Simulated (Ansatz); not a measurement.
`C[O][AlH][SeH]` and `C[O][AlH][BH]S` differ in one atom or group.

Ansatz, PBE0-D4/def2-TZVP geometries, multiplicity 1. Each molecule was computed in one conformer, which needn't be the lowest.

Scalar relativity is left out up to krypton.

| property | `C[O][AlH][SeH]` |
| --- | --- |
| LUMO energy (PBE/def2-TZVPP) / eV | -1.42 |
| HOMO energy (ωB97M-V/def2-TZVPP) / eV | -9.45 |
| LUMO energy (PBE0/def2-TZVPP) / eV | -0.68 |
| HOMO–LUMO gap (B3LYP/def2-TZVPP) / eV | 6.19 |
| HOMO–LUMO gap (PBE/def2-TZVPP) / eV | 4.74 |
| LUMO energy (B3LYP/def2-TZVPP) / eV | -0.87 |

Task: What does the change do to each property? (Estimate.)

Result: Ansatz gave: 
```csv
property,`C[O][AlH][BH]S`,shift
LUMO energy (PBE/def2-TZVPP) / eV,-2.95,-1.53
HOMO energy (ωB97M-V/def2-TZVPP) / eV,-9.35,0.10
LUMO energy (PBE0/def2-TZVPP) / eV,-2.11,-1.43
HOMO–LUMO gap (B3LYP/def2-TZVPP) / eV,4.79,-1.40
HOMO–LUMO gap (PBE/def2-TZVPP) / eV,3.05,-1.69
LUMO energy (B3LYP/def2-TZVPP) / eV,-2.26,-1.39
```

With PBE0 the HOMO rises by 0.07 eV and the LUMO falls by 1.43 eV, so the gap narrows by about 1.50 eV. PBE moves the HOMO by 0.17 eV and ωB97M-V by 0.10 eV.

B3LYP here is the variant with VWN-RPA as its local correlation; programs differ in this.

Spin–orbit coupling is left out; it splits and shifts lone-pair levels of the heavy atoms by tenths of an eV.
